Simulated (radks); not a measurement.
Valence configurations of Ca+ (all share [Ar]). All-electron calculation, scalar-relativistic Kohn-Sham, r2SCAN, spin-polarised, spherical densities, finite nucleus; open shells are filled with parallel spins first; meta-GGA in the generalised Kohn-Sham scheme; Fermi nuclear charge, rms radius 3.4776 fm. Program: a radial shooting solver on a logarithmic mesh with Libxc functionals. Energies are relative to 4s1; eigenvalues in eV for spin up.

valence  E (eV)  moment (Bohr magnetons)   e(3d)   e(4p)   e(4s)
4s1       0.000                        1       -       -  -9.435
3d1       1.674                        1  -5.618       -       -
4p1       3.141                        1       -  -6.721       -

NIST lists [Ar] 4s1 as the ground configuration; this level of theory agrees among the configurations tried. The energies are those of spherical high-spin densities, not of single terms.
